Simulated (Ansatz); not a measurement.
Two isomers of C2H7AlSi: A = `[CH3][Al]1[CH2][SiH2]1`, B = `C[CH]1[AlH][SiH2]1`.

Calculated with Ansatz (gas phase, PBE0-D4/def2-TZVP geometries, no zero-point term in ΔE). CCSD(T)/CBS adds triple-zeta CCSD(T) − MP2 to the extrapolated MP2 energy (def2 sets, frozen cores). DFT in def2-TZVPP.

A:

```xyz
11

C     1.7167   -0.4661    1.5469
Al    0.3589    0.0828    0.2669
C    -1.1082   -0.6108   -0.8142
Si   -1.0523    1.2871   -1.1435
H     1.2419   -0.7974    2.4760
H     2.2838   -1.3162    1.1553
H     2.4170    0.3358    1.7868
H    -0.6762   -1.1538   -1.6669
H    -2.0459   -1.0884   -0.5332
H    -0.9282    1.7373   -2.5586
H    -2.2075    1.9897   -0.5154
```

B:

Z-matrix (Å, degrees):
```
C
C 1 1.514
H 1 1.095 2 112.2
H 1 1.093 2 110.6 3 119.5
H 1 1.094 2 112.0 3 -121.1
Al 2 1.950 1 139.8 3 -175.7
Si 2 1.917 1 125.6 3 -66.8
H 2 1.113 1 111.2 3 58.4
H 6 1.584 2 142.8 1 -51.2
H 7 1.491 2 119.8 1 90.8
H 7 1.492 2 110.5 1 -36.8
```

(1) Which is lower in electronic energy at CCSD(T)/CBS, and by how much? (An estimate is asked.)

(2) Give E(B) − E(A) in kJ/mol with B2PLYP, HF/def2-TZVPP, PBE0-D4, CCSD(T)/def2-SVP, MP2/def2-TZVPP, r2SCAN-D4, CCSD(T)/def2-TZVPP. (An estimate is asked.)

(3) Does the order hold for the free energy at 298.15 K (harmonic terms from PBE0-D4)? (Best estimate.)

Largest T1 diagnostic: 0.012.

Answers

(1) Ansatz gave: A, by 59.3 kJ/mol.

(2) The calculation gave: B2PLYP 61.3, HF/def2-TZVPP 57.8, PBE0-D4 58.1, CCSD(T)/def2-SVP 44.0, MP2/def2-TZVPP 59.5, r2SCAN-D4 63.2, CCSD(T)/def2-TZVPP 58.4. None reverses the order clearly.

(3) Ansatz gave: Yes: G(B) − G(A) = +63.8 kJ/mol. Modes under 60 cm⁻¹, often nearly free rotors, make the harmonic entropy too high.

At CCSD(T), def2-SVP lies −15.2 kJ/mol from the extrapolated value and def2-TZVPP −0.8 kJ/mol. The D4 term adds −3.9 kJ/mol with B3LYP and −2.1 kJ/mol with PBE0; it sums over pairs of atoms, weighted by their polarisabilities, and B3LYP, whose exchange is more repulsive, gets the larger term.

B3LYP here is the variant with VWN-RPA as its local correlation; programs differ in this.
